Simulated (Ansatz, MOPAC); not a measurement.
Species: C$_{3}$H$_{7}$Si, charge 0, multiplicity 2. SMILES: C=C[CH][SiH3]

Atoms: C1, C2, C3, Si4, H5, H6, H7, H8, H9, H10, H11. Bonds: C1-C2, C1-H5, C1-H6, C2-C3, C2-H7, C3-Si4, C3-H8, Si4-H9, Si4-H10, Si4-H11.

Bond lengths (Å) and angles (degrees) optimised at PM7 with MOPAC; MNDO with MOPAC; HF/STO-3G with Ansatz (an electronic-structure program); HF/6-31G* with Ansatz; B3LYP/LANL2DZ with Ansatz; B3LYP/6-31G* with Ansatz, each started from the B3LYP-D3(BJ)/def2-TZVP structure (Ansatz) of the last column. A row stands for all coordinates that are equal there; 11 of 22 kinds are shown. 6-31G* holds six Cartesian d functions. No wavenumbers were computed at MNDO, HF/STO-3G, B3LYP/LANL2DZ, so these may be saddle points.

| coordinate | PM7 | MNDO | HF/STO-3G | HF/6-31G* | B3LYP/LANL2DZ | B3LYP/6-31G* | B3LYP-D3(BJ)/def2-TZVP |
|---|---|---|---|---|---|---|---|
| C1-C2 | 1.387 | 1.397 | 1.406 | 1.390 | 1.400 | 1.384 | 1.377 |
| C1-H5 | 1.074 | 1.086 | 1.081 | 1.076 | 1.088 | 1.087 | 1.083 |
| C1-H6 | 1.074 | 1.086 | 1.081 | 1.074 | 1.087 | 1.085 | 1.081 |
| C2-C3 | 1.383 | 1.400 | 1.410 | 1.399 | 1.409 | 1.397 | 1.390 |
| C2-H7 | 1.098 | 1.098 | 1.085 | 1.079 | 1.092 | 1.091 | 1.087 |
| C3-Si4 | 1.812 | 1.769 | 1.849 | 1.867 | 1.873 | 1.861 | 1.851 |
| C3-H8 | 1.101 | 1.094 | 1.083 | 1.081 | 1.093 | 1.092 | 1.088 |
| Si4-H9 | 1.456 | 1.380 | 1.424 | 1.478 | 1.489 | 1.491 | 1.485 |
| C1-C2-C3 | 121.6 | 126.4 | 124.3 | 124.6 | 124.8 | 125.0 | 125.0 |
| C2-C3-Si4 | 125.6 | 127.7 | 125.0 | 124.7 | 124.9 | 124.8 | 124.6 |
| C2-C1-H5 | 122.9 | 123.4 | 121.3 | 121.2 | 121.1 | 121.2 | 121.0 |

Mean signed difference of all 10 bond lengths from B3LYP-D3(BJ)/def2-TZVP: PM7 -0.012 Å, MNDO -0.034 Å, HF/STO-3G -0.014 Å, HF/6-31G* -0.001 Å, B3LYP/LANL2DZ 0.010 Å, B3LYP/6-31G* 0.006 Å.
